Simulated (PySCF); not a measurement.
## Property card for `BC1=C[SiH2]C=C1`

Compound: C4H7BSi.
Atom-mapped SMILES: `[BH2:1][C:2]1=[CH:3][SiH2:4][CH:5]=[CH:6]1` (hydrogens: H7, H8 on B1; H9 on C3; H10, H11 on Si4; H12 on C5; H13 on C6)

Some functional groups and rings: C=C double bond, Si–H bond, C–Si bond and three-coordinate boron.

From PBE0-D3(BJ)/def2-SVP geometry optimisation, gas phase (PySCF):

- Point group: Cs
- Rotational constants A, B, C: 6.074, 2.440, 1.777 GHz

PBE0/def2-SVPD ground state, ΔSCF and vertical TDDFT (core frozen in the response) (PySCF):

- Dipole moment: 0.86 D
- HOMO energy: -7.17 eV
- LUMO energy: -2.62 eV
- HOMO–LUMO gap: 4.55 eV
- Lowest singlet excitation: 3.70 eV (335 nm, f = 0.021)
- Strongest line among the 10 lowest singlet transitions: S6 at 5.89 eV (210 nm, f = 0.432)
- Lowest triplet excitation (Tamm–Dancoff): 2.28 eV
- Static isotropic polarisability: 87.5 au
- Vertical ionisation energy: 9.00 eV
- Vertical electron affinity: 0.98 eV
- Electronic spatial extent ⟨r²⟩ about the centre of nuclear charge: 702 bohr²

From B3LYP/pcSseg-2 ground state and GIAO shieldings, non-relativistic (PySCF):

* 13C chemical shifts (computed TMS as zero) by class: 186.3 (C3), 183.9 (C2), 170.0 (C6), 134.9 (C5) ppm
* 1H chemical shifts (computed TMS as zero) by class: 8.00 (H9), 7.97 (H13), 6.67 (H7/H8), 6.25 (H12), 4.67 (H10/H11) ppm
* Isotropic shieldings of nuclei other than C and H, by class: 23 (B1), 370 (Si4) ppm

Monoisotopic mass (most abundant isotopes): 94.0410 u.

The vertical singlet–triplet gap S1 − T1 is 1.42 eV (TDDFT singlet less Tamm–Dancoff triplet; S1: HOMO→LUMO, weight 0.98; T1: HOMO→LUMO, weight 0.91). The rotational constants make it an asymmetric top with κ = (2B − A − C)/(A − C) = -0.69, nearer the prolate limit (−1). No computed singlet falls in the visible range (750 to 380 nm, 1.65 to 3.26 eV); S1 lies 0.44 eV above its blue end. A dipole of 0.86 D is allowed in Cs, and pure rotational transitions are dipole-allowed.

For the geometry optimisation (PBE0-D3(BJ)/def2-SVP), time: 28 s; peak memory 0.57 GiB. Hardware: an Arm Neoverse V2 with one thread, no GPU, on a shared host.
